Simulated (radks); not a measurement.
Values are calculated unless marked as measured or tabulated.
Q: The mean radii <r> (bohr) of the occupied orbitals of an atom or ion are listed with their occupations. Code: a radial shooting solver on a logarithmic mesh with Libxc functionals. Model: non-relativistic Kohn-Sham, r2SCAN, spin-polarised, spherical densities, point nucleus; meta-GGA in the generalised Kohn-Sham scheme.

| orbital | occ. | <r> |
|---|---|---|
| 1s up | 1 | 0.06707 |
| 1s down | 1 | 0.06707 |
| 2s up | 1 | 0.3101 |
| 2s down | 1 | 0.3100 |
| 2p up | 3 | 0.2748 |
| 2p down | 3 | 0.2748 |
| 3s up | 1 | 0.9154 |
| 3s down | 1 | 0.9178 |
| 3p up | 3 | 0.9536 |
| 3p down | 3 | 0.9532 |
| 4p up | 2 | 2.590 |

Name the element and its charge. Open shells, if any, are filled with parallel spins first.

A: Z = 23, vanadium, charge +3: V3+ in [Ar] 4p2. The 1s radius gives Z: for a bare nucleus <r> = 1.5/Z, 0.06522 bohr for Z = 23, and screening makes it slightly larger (0.06707 here). The occupations add up to 20, and the charge is Z minus that.
